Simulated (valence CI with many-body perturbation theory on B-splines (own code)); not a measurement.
**Sensitivity of CI+MBPT for Ba XVII**

Calculated by relativistic CI+MBPT: four valence electrons over a frozen Dirac-Fock core [Kr], radial functions for each j: 6 s, 6 p, 5 d, 5 f, 1 g, with the one-electron correlation potential Σ1 (screened to all orders), the two-electron term Σ2, the three-electron term Σ3, Breit, model QED; selected single and double excitations, second order for the rest (own B-spline code, finite nucleus).

No measured levels were compared; by estimate terms of the open shell hold to 2 to 4 % of their energy, and close levels can change places. Only levels of the ground parity were solved; by the run's estimate the other parity begins above the list, which can be wrong where configurations are misplaced.

The reference run has the lowest level 4d⁴ ⁵D_0 and an ionisation energy of 423.486 eV. Its largest variational space holds 9998 state functions.

Names give the largest LS component (configuration and term), which can be under half, so a name can repeat, a term be missing and a line seem to break the LS rules; names also repeat where a configuration has a term twice.

Changed runs:
A. shift of the energy in Σ1 (hartree) 0 → -3.333
B. core polarisation of operators on → off
C. hole-hole ladder in Σ2 on → off; three-electron term on → off
D. Davidson iteration limit 60 → 3 (bad on purpose)

Excitation energies of the reference run in cm⁻¹, and shifts in cm⁻¹:

```csv
Level,Reference,A,B,C,D
4d⁴ ⁵D_1,11594,+187,0,-1208,0
4d⁴ ⁵D_2,21071,+284,0,-1553,0
4d⁴ ⁵D_3,28103,+317,0,-1426,0
4d⁴ ⁵D_4,32086,+263,0,-939,0
4d⁴ ³P_0,46568,+273,0,+1951,0
4d⁴ ³H_4,48650,+281,0,-1529,0
4d⁴ ³G_3,57248,+254,0,+271,0
4d⁴ ³F_2,59954,+234,0,+1607,+0.1
4d⁴ ³H_5,60514,+330,0,-2031,0
4d⁴ ³P_1,62923,+334,0,+1933,0
4d⁴ ³H_6,65700,+345,0,-2579,0
4d⁴ ³G_4,71731,+361,0,-223,+0.3
Ionisation energy (eV),423.486,-0.910,0,-0.428,0
```

No effect on these energies: B.

Run D: The Davidson iterations stopped at their limit.
